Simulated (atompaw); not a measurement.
**xenon: PAW (atompaw) pseudisation with PBE, scalar-relativistic reference atom.**

- Element: Xe
- Generator: atompaw 4.2.0.5
- Type: PAW
- Functional: PBE
- Relativity: scalar-relativistic
- Frozen core: [Kr] 4d10
- Valence charge: 8
- Reference configuration: 5s2 5p6
- Partial waves: 5s (bound): rc 1.70 bohr; 5s channel at 0.65 Ry: rc 1.80 bohr; 5p (bound): rc 1.80 bohr; 5p channel at 0.25 Ry: rc 1.80 bohr
- Local potential: ultrasoft scheme with l = 2 at 0.5 Ry, radius 1.75 bohr
- Core correction: smooth core density matched at 1.60 bohr
- Augmentation charge: sinc compensation charge, radius 1.60 bohr; PAW radius 1.80 bohr; waves and projectors: custom polynom gramschmidtortho

All-electron outer shells of the reference configuration (PBE, scalar-relativistic, ld1.x):

```csv
shell,level (eV),outermost node (bohr),outermost maximum (bohr)
4p,-141.27,0.36,0.69
4d,-59.38,0.34,0.75
5s,-19.74,0.85,1.63
5p,-8.23,0.92,1.91
```

(1) Estimate the cutoffs (Ry, on a coarse ladder) from which the occupation-weighted sum of valence levels, in a spherical-Bessel basis at the reference potential, stays within 10 and 1 mRy of its value at 400 Ry.

(2) What does a ghost test show?

(3) Is the overlap operator S = 1 + Σ q|β⟩⟨β| positive definite (Bessel basis up to 400 Ry)?

Results:

(1) 21 Ry and 40 Ry.

(2) No extra level below or beside the all-electron valence levels (s, p, d, f tested).

(3) Yes: its lowest eigenvalue is 0.06 (s channel).
